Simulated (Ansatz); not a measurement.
Consider the formal exchange of groups at the Se–C bond: `FC([SiH3])[SeH]` + `CO[SiH3]` → `CO[SiH2][SeH]` + `FC[SiH3]`.

Calculated with Ansatz (gas phase, PBE0-D4/def2-TZVP geometries, no zero-point term in ΔE). CCSD(T)/CBS adds triple-zeta CCSD(T) − MP2 to the extrapolated MP2 energy (def2 sets, frozen cores). Functionals use def2-TZVPP. For Se outer-core shells are correlated without core-valence functions, which leaves a few kJ/mol of doubt a bond. Scalar relativity is left out up to krypton. Each species was taken in one conformer, which may not be the lowest.

Q: Is it downhill or uphill in electronic energy at CCSD(T)/CBS, and by how much? (Estimate.)

A: Computed: Downhill: ΔE = -100.2 kJ/mol.

Q: What do these levels give: r2SCAN-D4, ωB97M-V, MP2/def2-QZVPP, SCS-MP2/def2-QZVPP, HF/CBS(def2), MP2/CBS(def2)? (Best estimate.)

A: Computed: r2SCAN-D4 -100.3, ωB97M-V -99.9, MP2/def2-QZVPP -100.1, SCS-MP2/def2-QZVPP -98.5, HF/CBS(def2) -110.7, MP2/CBS(def2) -101.7 kJ/mol.

Largest T1 diagnostic among the species: 0.011.

In def2-TZVPP, CCSD(T) changes the Hartree–Fock value by +14.2 kJ/mol (the triples alone add +2.8 kJ/mol) and MP2 by +12.8 kJ/mol. From PBE to PBE0 (25 % exact exchange), in def2-TZVPP and without D4, ΔE moves by −6.1 kJ/mol.
